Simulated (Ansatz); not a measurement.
ClFH₅NSi₂, SMILES `N[Si](F)([SiH3])Cl` at its PBE0-D4/def2-TZVP geometry, where that method's forces vanish. Total charge 0; spin multiplicity 1.

```json
{"atom": "N1", "x (Å)": "-1.174", "y (Å)": "0.240", "z (Å)": "-1.342"}
{"atom": "Si2", "x (Å)": "-0.744", "y (Å)": "-0.207", "z (Å)": "0.236"}
{"atom": "F3", "x (Å)": "-1.732", "y (Å)": "0.582", "z (Å)": "1.208"}
{"atom": "Si4", "x (Å)": "1.500", "y (Å)": "0.258", "z (Å)": "0.679"}
{"atom": "Cl5", "x (Å)": "-1.076", "y (Å)": "-2.197", "z (Å)": "0.676"}
{"atom": "H6", "x (Å)": "-2.143", "y (Å)": "0.280", "z (Å)": "-1.619"}
{"atom": "H7", "x (Å)": "-0.577", "y (Å)": "0.005", "z (Å)": "-2.118"}
{"atom": "H8", "x (Å)": "2.325", "y (Å)": "-0.385", "z (Å)": "-0.380"}
{"atom": "H9", "x (Å)": "1.878", "y (Å)": "-0.299", "z (Å)": "2.001"}
{"atom": "H10", "x (Å)": "1.743", "y (Å)": "1.724", "z (Å)": "0.659"}
```

For each bond, give half the difference of the two atoms' forces along it (eV/Å; positive pushes the atoms apart) under PBE-D4, r2SCAN-D4, B3LYP-D4, ωB97M-V in def2-TZVPP. (An estimate is asked.)

Computed: 
```csv
bond,length (Å),PBE-D4,r2SCAN-D4,B3LYP-D4,ωB97M-V
N1–Si2,1.695,0.06,0.00,0.04,0.05
N1–H6,1.009,0.19,0.03,-0.02,-0.03
N1–H7,1.007,0.17,0.01,-0.02,-0.02
Si2–F3,1.595,0.54,0.05,0.16,0.15
Si2–Si4,2.334,-0.22,-0.04,-0.01,-0.08
Si2–Cl5,2.065,0.12,0.07,0.17,0.03
Si4–H8,1.488,0.09,-0.01,-0.07,-0.09
Si4–H9,1.484,0.09,-0.01,-0.07,-0.10
Si4–H10,1.486,0.09,-0.01,-0.07,-0.10
```

B3LYP here is the variant with VWN-RPA as its local correlation; programs differ in this.
